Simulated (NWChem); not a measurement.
System meant: BaF cation; SMILES [Ba+][F]

Here is an NWChem input.

```
start job
memory heap 200 mb stack 900 mb global 1100 mb
charge 1
geometry units angstroms noautoz
  Ba     0.000000     0.000000    -0.228665
  F      0.000000     0.000000     1.928166
end
basis spherical
  Ba library def2-svp
  F library def2-svp
end
ecp
  Ba library def2-ecp
end
dft
  xc xpbe96 cpbe96
  iterations 4
  mulliken
end
task dft energy
```

End of the output:

```
    Atom       Charge   Shell Charges
 -----------   ------   -------------------------------------------------------
    1 Ba  10     8.71   0.26  1.56  0.18  0.04  4.35  1.57  0.12  0.57  0.07
    2 F    9     9.29   1.98  1.01  0.85  3.09  2.35  0.00

 center of mass
 --------------
 x =   0.00000000 y =   0.00000000 z =  -0.07083008

 moments of inertia (a.u.)
 ------------------
         277.392420886206           0.000000000000           0.000000000000
           0.000000000000         277.392420886206           0.000000000000
           0.000000000000           0.000000000000           0.000000000000

     Multipole analysis of the density
     ---------------------------------

     L   x y z        total         alpha         beta         nuclear
     -   - - -        -----         -----         ----         -------
     0   0 0 0      1.000000     -9.000000     -9.000000     19.000000

     1   1 0 0      0.000000      0.000000      0.000000      0.000000
     1   0 1 0     -0.000000     -0.000000     -0.000000      0.000000
     1   0 0 1     -2.404834    -14.182335    -14.182335     25.959836

     2   2 0 0    -16.201371     -8.100685     -8.100685      0.000000
     2   1 1 0      0.000000      0.000000      0.000000      0.000000
     2   1 0 1      0.000000      0.000000      0.000000      0.000000
     2   0 2 0    -16.201371     -8.100685     -8.100685      0.000000
     2   0 1 1     -0.000000     -0.000000     -0.000000      0.000000
     2   0 0 2    -23.076568    -68.617772    -68.617772    114.158976

 ------------------------------------------------------------------------
 dft energy failed                                                                                  0
 ------------------------------------------------------------------------
 ------------------------------------------------------------------------
  current input line :
    20: task dft energy
 ------------------------------------------------------------------------
 ------------------------------------------------------------------------
 This type of error is most commonly associated with calculations not reaching convergence criteria
 ------------------------------------------------------------------------
 For more information see the NWChem manual at https://nwchemgit.github.io

0:dft energy failed:Received an Error in Communication
```

Problem. Can this run be used? If not, why, and what is the fix?

Solution. The run did not converge; its last values are not results. Cause: the SCF was allowed too few iterations. This input runs:
```
start job
memory heap 200 mb stack 900 mb global 1100 mb
charge 1
geometry units angstroms noautoz
  Ba     0.000000     0.000000    -0.228665
  F      0.000000     0.000000     1.928166
end
basis spherical
  * library def2-svp
end
ecp
  Ba library def2-ecp
end
dft
  xc xpbe96 cpbe96
  iterations 150
  mulliken
end
task dft energy
```
It converges to -125.02114 Ha (PBE/def2-SVP with def2 effective core potentials on Ba).
